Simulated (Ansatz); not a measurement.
Reaction (redistribution): `[CH3][GeH]([F])[CH]=O` + `OB(S)Cl` → `[CH3][GeH]([OH])[F]` + `O=CB(S)Cl`

Computed with Ansatz on PBE0-D4/def2-TZVP structures; ΔE is electronic, products minus reactants. CBS: MP2 limit from def2 TZ/QZ plus the TZ coupled-cluster correction, frozen cores. Functionals use def2-TZVPP. For Ge outer-core shells are correlated without core-valence functions, which leaves a few kJ/mol of doubt a bond. Scalar relativity is left out up to krypton. Each species was taken in one conformer, which may not be the lowest.

```tsv
level	ΔE (kcal/mol)
PBE-D4	15.0
MP2/def2-TZVPP	13.7
SCS-MP2/def2-TZVPP	13.7
MP2/def2-QZVPP	13.6
```

(1) What does CCSD(T)/CBS give? (An estimate is asked.)

Largest T1 diagnostic among the species: 0.015.

Results:

(1) The calculation gave: +14.0 kcal/mol. The listed levels differ from it by 1.0, -0.3, -0.3, -0.4 kcal/mol.

In def2-TZVPP, CCSD(T) changes the Hartree–Fock value by −1.8 kcal/mol (the triples alone add −0.4 kcal/mol) and MP2 by −2.2 kcal/mol.
